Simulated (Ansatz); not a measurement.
Frontier orbitals of `FC(F)OC(F)(F)F`.

Z-matrix (Å, degrees):
```
C
F 1 1.331
O 1 1.386 2 106.8
F 1 1.337 2 108.1 3 -117.4
H 1 1.093 2 110.3 3 122.8
C 3 1.355 1 116.8 2 143.3
F 6 1.335 3 111.7 1 -62.9
F 6 1.332 3 112.1 1 57.3
F 6 1.315 3 107.7 1 177.5
```

The species carries charge 0 and has multiplicity 1. All single points use the PBE0-D4/def2-TZVP geometry. It is one conformer, not always the lowest. Basis def2-TZVPP, the Gaussian-basis code of Ansatz.

Orbital energies of one run (eV). Highest occupied ones, from the top: -10.51, -10.91, -12.00, -12.13, -12.14, -12.49, -12.66, -13.04, -13.07, -13.84, -13.86, -14.42, -16.29, -16.41. Empty: 1.32, 2.37, 2.50, 3.01, 3.64, 3.86.

**Question.** Which functional gave them?
A. ωB97M-V
B. B97M-V
C. BHLYP
D. HSE06 (plane-wave form)

**Answer.** D. HOMO energies: HSE06 -10.51, B97M-V -9.60, BHLYP -12.87, ωB97M-V -13.41 eV.
